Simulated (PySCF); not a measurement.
[MnS4]- (charge -1 and singlet state).
Bonds: Mn1–S2, Mn1–S3, Mn1–S4, Mn1–S5.

Theory: PBE0-D3(BJ)/def2-SVP geometry optimisation, gas phase (PySCF 2.14.0).

**Question.** Give the optimised bond lengths and angles.

**Answer.** 
```csv
bond,length (Å)
Mn1–S2 and 3 like bonds,1.999
```

Bonds in one row agree within 0.01 Å and their mean is given. A selection of angles:
```csv
angle,degrees
S2–Mn1–S3,109.3
```

Mn1 (manganese bonded to 4 S) is tetrahedral (angles from 109.3° to 109.7°). All 4 Mn–S bonds measure 1.997 to 2.000 Å.

Point group: Td (every atom within 0.08 Å of its image). Not checked by PBE0-D3(BJ)/def2-SVP frequencies. The geometry's basis has no diffuse functions, a weakness for an anion.


Species: [GeCl3]- (charge -1).
Bonds: Ge1–Cl2, Ge1–Cl3, Ge1–Cl4.

Computed with PySCF 2.14.0, PBE0-D3(BJ)/def2-SVP geometry optimisation, gas phase.

**Question.** Give the optimised bond lengths and angles.

**Answer.** 
```csv
bond,length (Å)
"Ge1–Cl2, Ge1–Cl3, Ge1–Cl4",2.306
```

Bonds in one row agree within 0.01 Å and their mean is given. A selection of angles:
```csv
angle,degrees
Cl2–Ge1–Cl3,98.0
```

Ge1 (germanium bonded to 3 Cl) is pyramidal (angles 98.3°, 98.0° and 97.7°, sum 294.0°, 1.13 Å off the plane of its three neighbours).

Point group: C3v (every atom within 0.08 Å of its image). No frequency check.

On x86-64 server, one thread, on a shared host, this took 15 s of wall time. These figures are those of the optimisation.


Species: BrH₃Si.
Bonds: Si1–Br2. Hydrogens: H3, H4, H5 on Si1.

Computed, not measured: PBE0-D3(BJ)/def2-SVP geometry optimisation, gas phase in PySCF.

Q: List the bond lengths and angles at this level.

A: 
```csv
bond,length (Å)
Si1–Br2,2.225
"Si1–H3, Si1–H4, Si1–H5",1.489
```

Bonds in one row agree within 0.01 Å and their mean is given. A selection of angles:
```csv
angle,degrees
Br2–Si1–H3,108.6
H3–Si1–H4,110.2
```

Si1 (SiH3 silicon) is tetrahedral (angles from 108.6° to 110.3°).

Point group: C3v (every atom within 0.08 Å of its image). PBE0-D3(BJ)/def2-SVP frequencies: not computed here.

Hardware: Arm Neoverse N1, one thread, on a shared host. Cost: 8.1 s, 0.29 GiB resident at most. This is the geometry optimisation.
